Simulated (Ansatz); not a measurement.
The cluster As₄⁺. The state is a doublet with charge 1. Geometry PBE-D4/def2-SVP, basis def2-TZVP, Ansatz.

```xyz
4

As   -0.1572   -0.8666    1.5815
As    1.2082    0.6990    0.3671
As    0.3696   -0.0162   -1.7719
As   -1.4206    0.1838   -0.1767
```

| run | HOMO (eV) | LUMO (eV) |
| --- | --- | --- |
| A | -10.02 | -9.22 |
| B | -11.31 | -8.86 |
| C | -10.28 | -9.41 |
| D | -10.70 | -9.54 |

Another isomer (doublet) lies 0.75 eV lower at PBE0-D4/def2-TZVP; other spin states weren't run for this one.

HOMO and LUMO are taken over both spins.

Problem. The runs used BLYP, PBE, PBE0, r2SCAN. Estimate which is which.

Solution. A BLYP (0 % exact exchange); B PBE0 (25 % exact exchange); C PBE (0 % exact exchange); D r2SCAN (0 % exact exchange). Exact exchange lowers occupied and raises empty levels; among semilocal functionals meta-GGAs tend to open the gap a little, and such runs are hard to tell apart. The gap grows from 0.80 eV (BLYP) to 2.45 eV (PBE0).
